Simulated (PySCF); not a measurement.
**Working out the electron affinity of Ga**

Ga- [Ar] 3d10 4s2 4p2 (3P) → Ga [Ar] 3d10 4s2 4p1 (2P). Calculation: PySCF 2.14, in aug-cc-pVTZ-PP with ECP10MDF (6s5p4d2f, 55 functions); scalar relativity through the core potential. Frozen: 3s2 3p6 3d10. Energies in hartree (1 hartree = 27.21139 eV):

```json
{"part": "UHF", "Ga- (lower)": "-258.299734", "Ga (upper)": "-258.302072"}
{"part": "CCSD correlation", "Ga- (lower)": "-0.059683", "Ga (upper)": "-0.047246"}
{"part": "(T)", "Ga- (lower)": "-0.002439", "Ga (upper)": "-0.000908"}
```

What does Hartree-Fock give?

(-258.302072) − (-258.299734) = -0.002338 hartree = -0.064 eV.

What do CCSD and CCSD(T) give?

The CCSD correlation energies differ by 0.012437 hartree = 0.338 eV and the triples by 0.001531 hartree = 0.042 eV, so CCSD gives 0.274 eV and CCSD(T) 0.316 eV.

Reference: 0.301 eV (measured; photodetachment measurements, as compiled on the Wikipedia data page of electron affinities), between the lowest levels; spin-orbit coupling is absent from the calculation.

What remains against the reference includes basis incompleteness, the frozen core and higher excitations.
